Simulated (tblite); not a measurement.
C7H9O, charge +1, singlet, at a GFN2-xTB geometry; IPEA1-xTB in tblite.

tblite was given this input:
```
$ tblite run mol.xyz --method ipea1 --charge 1 --spin 0 --json tblite.json --no-restart

# file mol.xyz
17

C      2.87951788     0.20566659     0.42166366
C      1.40826357     0.10095801     0.21597349
C      0.71987839     1.09958188    -0.47152699
C     -0.64445072     1.01104217    -0.68628767
C     -1.30523065    -0.09810312    -0.20179620
O     -2.75355612    -0.22906971    -0.47044933
C     -0.66932931    -1.10929232     0.48541880
C      0.69632597    -0.99914869     0.68833419
H      3.21187229    -0.43385518     1.23387831
H      3.17135935     1.23172760     0.63031576
H      3.39733766    -0.10458254    -0.48607370
H      1.25611675     1.95835130    -0.84314072
H     -1.16763125     1.78695379    -1.22369178
H     -3.16875779     0.65590003    -0.55414266
H     -3.18240640    -0.77713632     0.22116556
H     -1.21094853    -1.96791192     0.85156121
H      1.21165585    -1.78111609     1.22304716
```

The log (banner, timings and long lists left out):

```
xTB calculator
 | screened Coulomb repulsion
 | Coulomb electrostatics
 |  * isotropic Klopman-Ohno-Mataga-Nishimoto electrostatics
 |  * onsite third-order electrostatics
 | DFT-D3(BJ) dispersion correction

halogen bonding energy    0.0000000000000E+00 Eh
repulsion energy          5.1819874734613E-01 Eh
dispersion energy        -7.3254011606347E-03 Eh
number of electrons       4.2000000000000E+01 e
integral cutoff           4.0000000000000E+01 bohr

------------------------------------------------------------
  cycle        total energy    energy error   density error
------------------------------------------------------------
      1     -26.14597954106  -2.6656853E+01   5.5290161E-01
      2     -26.19069127766  -4.4711737E-02   3.1751831E-01
      3     -25.93686709543   2.5382418E-01   1.7692895E-01
      4     -26.21981085218  -2.8294376E-01   3.9821633E-02
      5     -26.23026007486  -1.0449223E-02   1.4283504E-02
      6     -26.23159616326  -1.3360884E-03   4.9726048E-03
      7     -26.23178783539  -1.9167214E-04   1.3360474E-03
      8     -26.23180589636  -1.8060967E-05   6.1570219E-04
      9     -26.23180883502  -2.9386641E-06   1.1299965E-04
     10     -26.23180883026   4.7636455E-09   7.3271678E-05
     11     -26.23180888058  -5.0318189E-08   1.3992631E-05
------------------------------------------------------------

electronic energy        -2.6742682226765E+01 Eh
total energy             -2.6231808880579E+01 Eh

Post processing:
 | Mayer-Wiberg bond orders

[Info] JSON dump of results written to 'tblite.json'
```
